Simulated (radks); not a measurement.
Effect of the nuclear size on the cadmium ion Cd+, [Kr] 4d10 5s1. All-electron calculation, Dirac Kohn-Sham, exchange-only LDA, spin-unpolarised, spherical densities, finite nucleus; Fermi nuclear charge, rms radius 4.6087 fm. Program: a radial shooting solver on a logarithmic mesh with Libxc functionals. The rms radius is varied about that value; shifts are against it.

\begin{tabular}{lrrrrrrr}
rms radius (fm) & total energy shift (eV) & density at nucleus (e/bohr^3) & 1s1/2 shift (meV) & 2s1/2 shift (meV) & 4s1/2 shift (meV) & 4p1/2 shift (meV) & 5s1/2 shift (meV) \\ \hline
3.9589 & -0.849 & 1.623e+05 & -357 & -40.2 & -1.46 & 0.091 & -0.115 \\
4.2216 & -0.519 & 1.608e+05 & -218 & -24.6 & -0.890 & 0.056 & -0.070 \\
4.6087 & 0 & 1.588e+05 & 0.000 & 0.000 & 0.000 & 0.000 & 0.000 \\
4.9866 & 0.544 & 1.571e+05 & 229 & 25.8 & 0.934 & -0.058 & 0.074 \\
5.5489 & 1.42 & 1.547e+05 & 598 & 67.3 & 2.44 & -0.152 & 0.192 \\
\end{tabular}

Slopes of the eigenvalues against <r^2> in GHz/fm^2, as finite differences over the two radii next to the reference (eigenvalue slopes, not the field-shift constants of lines): 1s1/2 15400, 2s1/2 1730, 4s1/2 62.6, 4p1/2 -3.90, 5s1/2 4.93.
